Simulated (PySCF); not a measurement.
Bonds: Si1-C3, Si1-C7, Si1-O11, O11-Si12, Si12-C13, Si12-C14, Si12-C15. Si1 carries H2; C3 carries H4, H5, H6; C7 carries H8, H9, H10; C13 carries H16, H17, H18; C14 carries H19, H20, H21; C15 carries H22, H23, H24.

Geometry: PBE0-D3(BJ)/def2-SVP; GIAO absolute shieldings from PySCF, gas phase, non-relativistic, averaged over equivalent atoms.

At B3LYP/pcSseg-1 (230 basis functions):
```
                              atoms  σ (ppm)
                               Si12    323.7
                                Si1    343.6
                                 H2    26.44
                 H4/H5/H6/H8/H9/H10    31.22
H16/H17/H18/H19/H20/H21/H22/H23/H24    31.28
                              C3/C7    177.7
                        C13/C14/C15    177.9
                                O11    261.4
```

What do these become at PBE0/pcSseg-1?

Results:


```csv
atoms,σ at PBE0/pcSseg-1,change
Si12,334.3,+10.6
Si1,353.4,+9.8
H2,26.24,-0.20
H4/H5/H6/H8/H9/H10,31.09,-0.13
H16/H17/H18/H19/H20/H21/H22/H23/H24,31.16,-0.12
C3/C7,182.9,+5.2
C13/C14/C15,182.9,+5.0
O11,266.1,+4.7
```

The largest change is at Si12 (silicon bonded to 3 C, O). Cost: 230 basis functions.
